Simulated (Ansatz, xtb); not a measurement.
**Relative energy of two isomers of C4H2ClFSe**

We compare I, `Fc1c[se]cc1Cl`, a singlet, with II, `Fc1ccc(Cl)[se]1`, a singlet. Both are isolated molecules in the gas phase, relaxed with B3LYP-D3(BJ)/def2-SVP.

I (Å):

```yaml
atoms:
  - { symbol: C, position_ang: [-2.9329, 1.4502, -0.6194] }
  - { symbol: C, position_ang: [-3.1474, 0.1920, -1.0954] }
  - { symbol: C, position_ang: [-0.7496, 0.6514, -0.2127] }
  - { symbol: C, position_ang: [-1.6050, 1.7116, -0.1283] }
  - { symbol: Cl, position_ang: [-1.1805, 3.2657, 0.5092] }
  - { symbol: F, position_ang: [-3.8647, 2.4002, -0.5937] }
  - { symbol: Se, position_ang: [-1.5936, -0.8440, -0.9590] }
  - { symbol: H, position_ang: [-4.0767, -0.1967, -1.5060] }
  - { symbol: H, position_ang: [0.2924, 0.6295, 0.0986] }
```

II (Å):

```yaml
atoms:
  - { symbol: C, position_ang: [-3.2332, 1.5591, 0.1640] }
  - { symbol: C, position_ang: [-2.5859, 1.7908, -1.0094] }
  - { symbol: C, position_ang: [-1.4356, 0.9534, -1.2125] }
  - { symbol: C, position_ang: [-1.1832, 0.0701, -0.2038] }
  - { symbol: Cl, position_ang: [0.1080, -1.0705, -0.1294] }
  - { symbol: F, position_ang: [-4.3174, 2.1853, 0.6018] }
  - { symbol: Se, position_ang: [-2.4399, 0.1969, 1.2061] }
  - { symbol: H, position_ang: [-2.9212, 2.5465, -1.7207] }
  - { symbol: H, position_ang: [-0.8063, 1.0116, -2.1015] }
```

Quicker runs give these differences E(II) − E(I): GFN2-xTB +7.9 kJ/mol; HF/STO-3G +3.6 kJ/mol (at GFN2-xTB geometries); r2SCAN-D4/def2-SVP +17.9 kJ/mol (at GFN2-xTB geometries).

Problem. Estimate E(II) − E(I) at the level CCSD(T)/def2-SVP + ΔMP2/def2-TZVPP.

Solution. Calculated at CCSD(T)/def2-SVP + ΔMP2/def2-TZVPP: E(II) − E(I) = +20.3 kJ/mol, so structure I lies lower.

The same difference at several levels:

```json
{"level": "GFN2-xTB", "geometry": "GFN2-xTB", "E(II) − E(I) (kJ/mol)": "+7.9", "departure from the last row (kJ/mol)": "−12.4", "job, with rough time for the two": "optimisation, 0.58 s"}
{"level": "HF/STO-3G", "geometry": "GFN2-xTB", "E(II) − E(I) (kJ/mol)": "+3.6", "departure from the last row (kJ/mol)": "−16.6", "job, with rough time for the two": "single point, 3.4 s"}
{"level": "r2SCAN-D4/def2-SVP", "geometry": "GFN2-xTB", "E(II) − E(I) (kJ/mol)": "+17.9", "departure from the last row (kJ/mol)": "−2.4", "job, with rough time for the two": "single point, 15 s"}
{"level": "B3LYP-D3(BJ)/def2-SVP", "geometry": "B3LYP-D3(BJ)/def2-SVP", "E(II) − E(I) (kJ/mol)": "+16.2", "departure from the last row (kJ/mol)": "−4.1", "job, with rough time for the two": "optimisation, 2.1 min"}
{"level": "HF/def2-SVP", "geometry": "B3LYP-D3(BJ)/def2-SVP", "E(II) − E(I) (kJ/mol)": "+22.8", "departure from the last row (kJ/mol)": "+2.6", "job, with rough time for the two": "part of the CCSD(T) run"}
{"level": "MP2/def2-SVP", "geometry": "B3LYP-D3(BJ)/def2-SVP", "E(II) − E(I) (kJ/mol)": "+20.1", "departure from the last row (kJ/mol)": "−0.2", "job, with rough time for the two": "part of the CCSD(T) run"}
{"level": "CCSD(T)/def2-SVP", "geometry": "B3LYP-D3(BJ)/def2-SVP", "E(II) − E(I) (kJ/mol)": "+18.7", "departure from the last row (kJ/mol)": "−1.6", "job, with rough time for the two": "single point"}
{"level": "CCSD(T)/def2-SVP + ΔMP2/def2-TZVPP", "geometry": "B3LYP-D3(BJ)/def2-SVP", "E(II) − E(I) (kJ/mol)": "+20.3", "departure from the last row (kJ/mol)": "", "job, with rough time for the two": "single point, 4.4 min"}
```

As drawn, both hold the same kinds of bond in the same numbers.

None of the levels shown reverses the order. The largest departure from CCSD(T)/def2-SVP + ΔMP2/def2-TZVPP is that of HF/STO-3G, 16.6 kJ/mol. The last row adds to CCSD(T) the change of the MP2 difference between the two basis sets, here +1.6 kJ/mol.

With thermal terms from frequencies at re-optimised GFN2-xTB minima (ideal gas, soft modes damped towards free rotors, one conformer each, 298.15 K, 1 atm): the zero-point term adds +0.7 kJ/mol; ΔH is +21.3 and ΔG +20.8 kJ/mol.

The correlated steps freeze 19 core orbitals; the filled d shell of Se is correlated, in a basis made for valence electrons. Run with Ansatz 0.2.0, xtb 6.7.1; the last row on 2 threads of Intel(R) Xeon(R) Processor @ 2.50GHz (Skylake/Cascade Lake) on a shared host.
